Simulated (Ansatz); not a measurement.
Nudged elastic band run: C$_{2}$H$_{9}$ClNPSi

The input (input.yaml):

```yaml
crystal:
  periodic: [false, false, false]
  atoms:
    - { symbol: C, position_ang: [0.184437, -2.077318, -0.795883] }
    - { symbol: "N", position_ang: [1.062558, -1.080577, -0.239416] }
    - { symbol: C, position_ang: [0.831232, 0.283965, -0.661985] }
    - { symbol: Si, position_ang: [-0.716234, 1.151599, 0.011125] }
    - { symbol: P, position_ang: [-0.67012, 1.064759, 2.268259] }
    - { symbol: Cl, position_ang: [-0.707934, 3.097675, -0.731943] }
    - { symbol: H, position_ang: [0.295376, -2.100897, -1.885024] }
    - { symbol: H, position_ang: [-0.887313, -1.933219, -0.580787] }
    - { symbol: H, position_ang: [0.46709, -3.063892, -0.420997] }
    - { symbol: H, position_ang: [1.110195, -1.155112, 0.76525] }
    - { symbol: H, position_ang: [0.797783, 0.320946, -1.757499] }
    - { symbol: H, position_ang: [1.69103, 0.906365, -0.384537] }
    - { symbol: H, position_ang: [-1.984616, 0.530849, -0.424819] }
    - { symbol: H, position_ang: [0.293374, 2.093371, 2.410517] }
    - { symbol: H, position_ang: [-1.788759, 1.910686, 2.45714] }
basis:
  gaussian: { orbitals: def2-SVP }
hamiltonian:
  xc: { name: BHLYP }
neb:
  order_check: false
  images: 8
  f_tol: 0.05
  max_iterations: 26
  initial_path: idpp
  climbing: false
  final_atoms:
    - { symbol: C, position_ang: [0.20566765, -2.06143398, -0.84053992] }
    - { symbol: "N", position_ang: [1.0785348, -1.04343172, -0.31481375] }
    - { symbol: C, position_ang: [0.78072049, 0.31869642, -0.7029506] }
    - { symbol: Si, position_ang: [-0.75088645, 1.12397017, 0.0745843] }
    - { symbol: P, position_ang: [-0.55585252, 1.02900569, 2.32328193] }
    - { symbol: Cl, position_ang: [-0.86889347, 3.07143788, -0.6540106] }
    - { symbol: H, position_ang: [0.54242223, -3.04339532, -0.49971607] }
    - { symbol: H, position_ang: [0.25761591, -2.06343876, -1.9342022] }
    - { symbol: H, position_ang: [-0.85675494, -1.95886537, -0.5649214] }
    - { symbol: H, position_ang: [1.18080871, -1.13036594, 0.68468755] }
    - { symbol: H, position_ang: [0.6806375, 0.36834451, -1.79385525] }
    - { symbol: H, position_ang: [1.63630292, 0.96396433, -0.46826529] }
    - { symbol: H, position_ang: [-2.01879353, 0.45372059, -0.28240094] }
    - { symbol: H, position_ang: [0.36564758, 2.10088973, 2.41389409] }
    - { symbol: H, position_ang: [-1.69907788, 1.82010177, 2.58862914] }
```

Run as:

```bash
$ ansatz run input.yaml --threads 2 --pin off --max-ram 3072MiB --backend cpu --events-out ev --progress --plain --runs-dir out
```

Output, in part (warnings, iteration lines, the closing report on the highest movable image, with atoms numbered from 0):

```
NEB end point (image 0): max|allowed force component| = 1.335e-2 eV/Å (the criterion of neb.relax_end_points is 1.000e-2)
NEB end point (image 9): max|allowed force component| = 1.190e-2 eV/Å (the criterion of neb.relax_end_points is 1.000e-2)
NEB iter   1: max|band force component| = 1.467e0 eV/Å  barrier→ = 0.2230 eV  barrier← = 0.2231 eV  Δτ_max = 0.1113 Å  (270 SCF iters)
NEB iter   2: max|band force component| = 3.379e-1 eV/Å  barrier→ = 0.1125 eV  barrier← = 0.1125 eV  Δτ_max = 0.0525 Å  (234 SCF iters)
NEB iter   3: max|band force component| = 1.306e-1 eV/Å  barrier→ = 0.1074 eV  barrier← = 0.1075 eV  Δτ_max = 0.0560 Å  (240 SCF iters)
NEB iter   4: max|band force component| = 1.323e-1 eV/Å  barrier→ = 0.1063 eV  barrier← = 0.1064 eV  Δτ_max = 0.0279 Å  (236 SCF iters)
NEB iter   5: max|band force component| = 9.586e-2 eV/Å  barrier→ = 0.1060 eV  barrier← = 0.1061 eV  Δτ_max = 0.0280 Å  (199 SCF iters)
NEB iter   6: max|band force component| = 4.048e-2 eV/Å  barrier→ = 0.1060 eV  barrier← = 0.1060 eV  Δτ_max = 0.0000 Å  (440 SCF iters)
Total energy: -33386.47672863 eV, -1226.9303896105 hartree
Atom 0 at     0.184997    -1.927720    -1.138189 Å, force     0.019048     0.015664    -0.006986 eV/Å
Atom 1 at     1.051192    -0.899065    -0.605751 Å, force    -0.001171    -0.029814    -0.007063 eV/Å
Atom 2 at     0.656797     0.483618    -0.756189 Å, force     0.001896     0.007867     0.002906 eV/Å
Atom 3 at    -0.786332     1.046477     0.334712 Å, force    -0.004726    -0.001204    -0.005986 eV/Å
Atom 4 at    -0.246146     0.687874     2.498852 Å, force     0.006524     0.009200     0.007320 eV/Å
Atom 5 at    -1.192167     3.047005    -0.084366 Å, force    -0.002284     0.000048     0.002852 eV/Å
Atom 6 at     0.718919    -2.582013    -1.838034 Å, force    -0.004915    -0.016575     0.010273 eV/Å
Atom 7 at    -0.651607    -1.487072    -1.688434 Å, force     0.005827     0.007351    -0.013709 eV/Å
Atom 8 at    -0.249742    -2.565794    -0.359958 Å, force    -0.013901     0.007999     0.008392 eV/Å
Atom 9 at     1.372261    -1.109808     0.324189 Å, force     0.001945     0.007451    -0.003957 eV/Å
Atom 10 at     0.406022     0.680885    -1.804633 Å, force    -0.005730     0.004905     0.003158 eV/Å
Atom 11 at     1.513718     1.135757    -0.547760 Å, force    -0.000832    -0.000791     0.002420 eV/Å
Atom 12 at    -2.023115     0.282199     0.064296 Å, force     0.002480    -0.004857     0.004628 eV/Å
Atom 13 at     0.606682     1.813989     2.602956 Å, force    -0.002555    -0.001549    -0.003102 eV/Å
Atom 14 at    -1.383381     1.342867     3.027711 Å, force    -0.001607    -0.005697    -0.001147 eV/Å
Dipole moment:     0.007769    -0.220469     0.048059 e Å
```

It converged. No image climbed, so the highest image needn't sit at the top of the path.

Final band (atoms are numbered from 1 in the order of the input):

```tsv
image	path coordinate (Å)	energy (kcal/mol)	dihedral H9–C1–N2–C3 (°)
0	0.00	0.0	179
1	0.43	0.1	-175
2	0.86	0.6	-163
3	1.29	1.4	-148
4	1.72	2.3	-132
5	2.15	2.4	-115
6	2.57	1.8	-97
7	3.00	0.8	-81
8	3.43	0.2	-68
9	3.86	0.0	-60
```

Run time: 4.6 min on 2 threads of Intel(R) Xeon(R) Platinum 8488C (Sapphire Rapids) (shared host), peak memory 0.42 GiB.
